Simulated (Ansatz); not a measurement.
Species: CH$_{6}$NSi, net charge 0, doublet state. It need not be the lowest isomer of its formula. SMILES: [SiH3][N]C
Geometry from a B3LYP-D3(BJ)/def2-TZVP (Ansatz, a program for electronic structure) optimisation:
```xyz
9

C     -1.5881    -0.1875     0.6057
N     -0.4980    -0.5685    -0.2285
Si     1.0262     0.2720    -0.2541
H     -2.2168    -1.0508     0.8464
H     -1.3150     0.3401     1.5300
H     -2.2318     0.4982     0.0294
H      2.1064    -0.7399    -0.2745
H      1.2300     1.1886     0.9022
H      1.0760     1.0611    -1.5106
```
Charge 0, spin multiplicity 2.

Computed values are from Ansatz. Valence correlation only, unless marked. Open shells are spin-unrestricted. Spin-orbit coupling is left out. Non-relativistic. Basis-set limits of correlation are two-point, X^-3; Hartree-Fock from the larger set.

**Question.** What is the dipole moment at CCSD(T)/aug-cc-pV(D+d)Z?

**Answer.** 1.36 D.

**Question.** What is the T1 diagnostic at CCSD/aug-cc-pV(Q+d)Z?

**Answer.** 0.016.

**Question.** What is the atomisation energy De at CCSD(T)/CBS(aug-cc-pV(T+d)Z,aug-cc-pV(Q+d)Z)?

**Answer.** 691.5 kcal/mol.

**Question.** What is the total energy at CCSD(T)/CBS(aug-cc-pV(T+d)Z,aug-cc-pV(Q+d)Z)?

**Answer.** -385.3604 Eh.
